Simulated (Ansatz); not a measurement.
Start from `Cl[CH]([GeH3])Br` and change one atom or group to get `ClC(Br)Br`.

Ansatz, PBE0-D4/def2-TZVP geometries, multiplicity 1. 

Scalar relativity is left out up to krypton.

```tsv
property	`Cl[CH]([GeH3])Br`
zero-point energy (PBE0-D4/def2-TZVP) / kJ/mol	109.8
size of the dipole moment (PBE/def2-TZVPP) / D	1.52
HOMO–LUMO gap (PBE0/def2-TZVPP) / eV	7.03
HOMO energy (PBE0/def2-TZVPP) / eV	-7.90
HOMO–LUMO gap (ωB97M-V/def2-TZVPP) / eV	11.26
ideal-gas entropy at 298 K and 1 bar (rigid rotor, harmonic PBE0-D4/def2-TZVP) / J/(mol·K)	352
```

**Question.** What does the change do to each property? (Best estimate.)

**Answer.** Computed: 
| property | `ClC(Br)Br` | shift |
| --- | --- | --- |
| zero-point energy (PBE0-D4/def2-TZVP) / kJ/mol | 49.4 | -60.4 |
| size of the dipole moment (PBE/def2-TZVPP) / D | 0.91 | -0.61 |
| HOMO–LUMO gap (PBE0/def2-TZVPP) / eV | 6.68 | -0.35 |
| HOMO energy (PBE0/def2-TZVPP) / eV | -8.26 | -0.36 |
| HOMO–LUMO gap (ωB97M-V/def2-TZVPP) / eV | 11.03 | -0.23 |
| ideal-gas entropy at 298 K and 1 bar (rigid rotor, harmonic PBE0-D4/def2-TZVP) / J/(mol·K) | 328 | -24 |

With PBE0 the HOMO falls by 0.36 eV and the LUMO falls by 0.70 eV, so the gap narrows by about 0.34 eV. PBE moves the HOMO by -0.30 eV and ωB97M-V by -0.37 eV. The zero-point energy changes by -60.4 kJ/mol with -9 modes. Dipoles are sizes alone; their direction can turn.

Spin–orbit coupling is left out; it splits and shifts lone-pair levels of the heavy atoms by tenths of an eV.
